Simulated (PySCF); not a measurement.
# Assignment exercise: C3H12O2Si3

Numbering as in the mapped SMILES `[CH2:1]=[CH:2][CH2:3][SiH:4]([O:5][SiH3:6])[O:7][SiH3:8]`. Hydrogens are named by the atom that carries them. Ha(C1) is cis to C3; Hb(C1) is trans to C3.

Calculated, not measured (PySCF 2.14.0 with density-fitted response routines): shieldings: GIAO CAM-B3LYP/pcSseg-1, PBE0-D3(BJ)/def2-SVP structure. Fast rotation and ring inversion assumed for equivalent nuclei, one conformer, no relativistic terms, no solvent.

Referencing at the same level of theory: TMS for ¹³C (σ = 182.45 ppm), ¹H (σ = 31.33 ppm).

Q: Assign these signals to the numbered atoms. ¹³C{¹H} NMR (computed): δ 145.0, 127.1, 29.5.

A: 
145.0 → C2, alkene CH: an sp2 carbon of a C=C bond
127.1 → C1, terminal =CH2 carbon: an sp2 carbon of a C=C bond
29.5 → C3, allylic sp3 CH2 bonded to Si

Q: Assign these signals to the numbered atoms. ¹H NMR (400 MHz, computed): δ 6.13 (m, 1H), 5.44 (m, 1H), 5.40 (m, 1H), 4.97 (s, 6H), 4.65 (t, 1H), 1.53 (m, 2H).

A: 
6.13 → H(C2), hydrogen on an alkene CH: a vinylic proton, deshielded by the sp2 carbon and the C=C anisotropy
5.44 → Ha(C1), hydrogen on a terminal =CH2 carbon: olefinic region
5.40 → Hb(C1), hydrogen on a terminal =CH2 carbon
4.97 → H(Si6)/H(Si8), hydrogen on a silicon bonded to O
4.65 → H(Si4), hydrogen on a silicon bonded to C, 2 O
1.53 → H(C3), hydrogen on an allylic sp3 CH2 bonded to Si: allylic position

Ha(C1) and Hb(C1) lie closer than the usual error of such a calculation, so a measured spectrum could show them in the other order.

Shifts are as computed, not scaled to solution data. Of 1211 compounds with measured shifts, 218 miss one by over three times the rms of a fit or turn the order of signals round; such compounds aren't used in these exercises. Multiplicities follow the n + 1 count of equivalent neighbours, as no J values were calculated; m marks all less simple cases, F and P coupling included.
